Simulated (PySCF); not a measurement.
## Ionisation energy of F⁺ by level of theory

F⁺ [He] 2s2 2p4 (3P) → F²⁺ [He] 2s2 2p3 (4S), as a difference of total energies. Computed with PySCF 2.14 in def2-TZVP (5s3p2d1f, 31 functions), with the non-relativistic Hamiltonian (point nucleus). Correlated levels: valence: 1s2 frozen. The calculations carry no spin-orbit coupling.

```tsv
method	ionisation energy (eV)
UHF	33.409
BP86	35.571
TPSS	35.474
MP2 (valence)	34.598
SCS-MP2 (valence)	34.692
CCSD (valence)	34.638
CCSD(T) (valence)	34.659
```

Question: How much does correlation contribute at CCSD(T) (valence)?

Answer: 34.659 − (33.409) = 1.250 eV, measured against UHF.

Errors of the correlated levels include the incompleteness of this basis and the frozen core.

For comparison: 34.950 eV (measured; NIST levels, between the centres of gravity of the two terms).
